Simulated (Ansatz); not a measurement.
A series at Sn: from `[F][Sn]([F])([F])[F]`, ligands are replaced one by one, each step taking up H₂ and setting free H–F; n counts the steps. Ansatz, PBE0-D4/def2-TZVP geometries.

```csv
n,molecule,"HOMO energy, ωB97M-V/def2-TZVPP (eV)"
0,`[F][Sn]([F])([F])[F]`,-14.97
1,`[F][SnH]([F])[F]`,-13.38
2,`[F][SnH2][F]`,?
3,`[F][SnH3]`,-11.62
4,`[SnH4]`,-11.38
```

Problem. By hand: fit a straight line y = ȳ + b (n − n̄) to the 4 given rows and predict n = 2.

Solution. n̄ = 2.000, ȳ = -12.838; Σ(n − n̄)(y − ȳ) = 8.940, Σ(n − n̄)² = 10.000, so b = 0.894 eV a step. Prediction: -12.838 + (0.894) × (0.000) = -12.84 eV.

Problem. By hand: compare with the computed value, -12.12 eV, and give the steps along the whole series.

Solution. The line misses by 0.72 eV (computed minus predicted). Steps: 1.59, 1.26, 0.50, 0.24 eV.

The steps shrink at each stage, from 1.59 to 0.24 eV, so the series is curved. The highest orbital can change its character along such a series. The miss is 20.1 % of the series' range.
